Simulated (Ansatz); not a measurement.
B₂FGaH₄O (`[OH][GaH][BH]BF`) at its PBE0-D4/def2-TZVP geometry, where that method's forces vanish. Charge 0, multiplicity 1.

```
atom    x (Å)    y (Å)    z (Å)
  O1   0.0065   1.7580  -1.9229
 Ga2  -0.9664   0.7516  -0.7989
  B3  -0.0604  -0.9116   0.0785
  B4   0.6949  -0.8441   1.5501
  F5   1.9816  -0.5537   1.7182
  H6   0.9155   1.4737  -2.0351
  H7  -2.4236   1.2965  -0.6442
  H8  -0.1967  -1.9521  -0.5038
  H9   0.0486  -1.0183   2.5580
```

Q: For each bond, give half the difference of the two atoms' forces along it (eV/Å; positive pushes the atoms apart) under PBE-D4, r2SCAN-D4, B3LYP-D4, ωB97M-V in def2-TZVPP. (An estimate is asked.)

A: Computed: 
```json
{"bond": "O1–Ga2", "length (Å)": "1.795", "PBE-D4": "0.38", "r2SCAN-D4": "0.08", "B3LYP-D4": "0.25", "ωB97M-V": "0.10"}
{"bond": "O1–H6", "length (Å)": "0.959", "PBE-D4": "0.41", "r2SCAN-D4": "0.06", "B3LYP-D4": "-0.02", "ωB97M-V": "-0.07"}
{"bond": "Ga2–B3", "length (Å)": "2.087", "PBE-D4": "-0.17", "r2SCAN-D4": "-0.07", "B3LYP-D4": "0.04", "ωB97M-V": "0.00"}
{"bond": "Ga2–H7", "length (Å)": "1.563", "PBE-D4": "0.02", "r2SCAN-D4": "-0.08", "B3LYP-D4": "-0.09", "ωB97M-V": "-0.14"}
{"bond": "B3–B4", "length (Å)": "1.655", "PBE-D4": "-0.30", "r2SCAN-D4": "-0.10", "B3LYP-D4": "-0.06", "ωB97M-V": "0.05"}
{"bond": "B3–H8", "length (Å)": "1.200", "PBE-D4": "0.14", "r2SCAN-D4": "0.01", "B3LYP-D4": "-0.14", "ωB97M-V": "-0.15"}
{"bond": "B4–F5", "length (Å)": "1.330", "PBE-D4": "0.53", "r2SCAN-D4": "0.20", "B3LYP-D4": "0.24", "ωB97M-V": "0.22"}
{"bond": "B4–H9", "length (Å)": "1.210", "PBE-D4": "0.09", "r2SCAN-D4": "0.00", "B3LYP-D4": "-0.14", "ωB97M-V": "-0.20"}
```

B3LYP here is the variant with VWN-RPA as its local correlation; programs differ in this.
